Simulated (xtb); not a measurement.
germylsulfanylgermane (Ge2H6S), SMILES [GeH3][S][GeH3]. All values are semi-empirical tight-binding results from xtb (GFN2-xTB unless named), good for trends rather than for accurate numbers. Coordinates come from a GFN2-xTB optimisation.

For metal compounds this method's bond lengths and energies can be far off.

Computed properties:
| Quantity | Result |
|---|---|
| point group as xtb finds it | Cs |
| orbital gap | 5.31 eV |
| zero-point energy | 28.2 kcal/mol |
| G − E(el) at 298.15 K (modified RRHO) | 7.5 kcal/mol |
